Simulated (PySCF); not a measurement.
**C₆ coefficients of unlike pairs at PW91**

Calculated with PySCF 2.14 from the dipole response of each species, C₆(A,B) = (3/π) ∫ α_A(iu) α_B(iu) du, in atomic units, from isotropic polarisabilities. For ions this is the dispersion term alone; charge-induced terms of lower order in 1/R come first.

```
species   configuration                                                                           basis      relativity  α (bohr³)  C₆ (like pair)
   Ga³⁺  [Ar] 3d10 (1S)                                     aug-cc-pV5Z-PP with ECP10MDF (8s7p6d4f3g2h)  core potential      1.286           2.261
   Cu²⁺   [Ar] 3d9 (2D)                                                     aug-cc-pVTZ-DK (8s7p5d3f2g)   spin-free X2C      3.118           8.549
   Pd³⁺   [Kr] 4d7 (4F)                                                     aug-cc-pVTZ-DK (9s8p6d3f2g)   spin-free X2C      4.483           20.49
   Rh³⁺   [Kr] 4d6 (5D)  x2c-TZVPPall with one added diffuse shell each of s, p, d, f type (9s7p7d3f1g)   spin-free X2C      4.746           21.63
```

Question: Estimate C₆ for Rh³⁺ with Pd³⁺.

Answer: The integral gives 21.04. The combination rule 2 C_A C_B / (C_A α_B/α_A + C_B α_A/α_B) gives 21.04 and the geometric mean 21.05.

No spin-orbit coupling is included.

The other pairs:

| pair | C₆ |
| --- | --- |
| Rh³⁺, Cu²⁺ | 13.56 |
| Pd³⁺, Cu²⁺ | 13.20 |
| Cu²⁺, Ga³⁺ | 4.355 |
| Pd³⁺, Ga³⁺ | 6.738 |
| Rh³⁺, Ga³⁺ | 6.903 |
